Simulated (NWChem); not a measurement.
Molecule: GaHBrF; SMILES [GaH]([F])[Br]

Results from NWChem. All runs use the structure optimised with PBE0/def2-SVP. Level: PBE0/def2-SVPD; rows give the wavelength of the field.

### Question
Among these, which field gives the highest value of “anisotropy (bohr³)”?
(A) static
(B) 589 nm
(C) 1065 nm

### Answer
B, 589 nm. Values: static 20.5; 1065 nm 21.0; 589 nm 22.0
